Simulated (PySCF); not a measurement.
H4MgN2, SMILES [Mg]([NH2])[NH2]. Atoms are numbered in the order given.

```xyz
7

Mg     0.0000     0.0000     0.0000
N      0.0000     0.0000    -1.8899
H      0.5751     0.5751    -2.4887
H     -0.5751    -0.5751    -2.4887
N      0.0000     0.0000     1.8899
H      0.5751    -0.5751     2.4887
H     -0.5751     0.5751     2.4887
```

Geometry optimised at B3LYP-D3(BJ)/def2-TZVP. One conformer was computed; it need not be the lowest.

All values below come from CAM-B3LYP/def2-TZVPD in PySCF.

ESP charges are fitted to the potential on shells at 1.4 to 2.0 van der Waals radii. Atomic charges (e):

```json
[
 {"atom": "Mg1", "IAO": "1.59", "ESP fit": "1.56"},
 {"atom": "N2", "IAO": "-1.28", "ESP fit": "-1.79"},
 {"atom": "H3", "IAO": "0.24", "ESP fit": "0.50"},
 {"atom": "H4", "IAO": "0.24", "ESP fit": "0.50"},
 {"atom": "N5", "IAO": "-1.28", "ESP fit": "-1.79"},
 {"atom": "H6", "IAO": "0.24", "ESP fit": "0.50"},
 {"atom": "H7", "IAO": "0.24", "ESP fit": "0.50"}
]
```
